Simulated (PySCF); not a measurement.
BaCl2, triplet, at a GFN2-xTB geometry (such geometries of metal compounds can be far from the true shape) (a higher spin typed on purpose: for a closed-shell molecule this is an excited state) (core potentials on Ba). Base run: B3LYP/def2-SVP in PySCF.

PySCF was given this input:
```python
from pyscf import gto, scf, dft, solvent

mol = gto.Mole()
mol.atom = '''
    Ba    0.58760584   -0.45595099    0.57039817
    Cl   -0.00410212    0.94932853   -1.77371937
    Cl   -1.93154064    0.55262766   -0.10523930
'''
mol.basis = 'def2-svp'
mol.ecp = {'Ba': 'def2-svp'}
mol.spin = 2
mol.verbose = 3
mol.build()

mf = dft.UKS(mol)
mf.xc = 'b3lyp'
mf.kernel()
```

The base run was repeated with changes; each row names its change, and settings that it needs were set with it.

| change | ΔE vs base (kJ/mol) | dipole (D) |
|---|---|---|
| base | 0.00 | 3.68 |
| model = IEF-PCM; solvent = dimethylsulfoxide; lebedev_order = 41 | -26.08 | 6.88 |
| model = IEF-PCM; solvent = dimethylsulfoxide; lebedev_order = 11 | -25.76 | 6.79 |
| model = IEF-PCM; solvent = 2-propanol | -24.46 | 6.69 |
| model = IEF-PCM; solvent = dimethylsulfoxide | -26.05 | 6.87 |
| model = IEF-PCM; solvent = tetrahydrofuran | -20.63 | 6.22 |
| model = IEF-PCM; solvent = methanol | -25.56 | 6.82 |
| model = IEF-PCM; solvent = dimethylsulfoxide; vdw_scale = 1.1 | -36.9 | 7.31 |
| model = IEF-PCM; solvent = water | -26.5 | 6.93 |
| model = SS(V)PE; solvent = dimethylsulfoxide | -25.96 | 6.86 |
| model = IEF-PCM; solvent = dimethylsulfoxide; r_probe = 0.5 | -12.87 | 5.90 |
| model = IEF-PCM; solvent = dimethylsulfoxide; vdw_scale = 1.4 | -13.64 | 5.98 |

The base is the gas phase, so ΔE is the electrostatic part of solvation at a fixed geometry, without cavity and dispersion terms.

Open shells are given as the SCF converged; they aren't shown to be the lowest states, and a large step between rows can be another state.
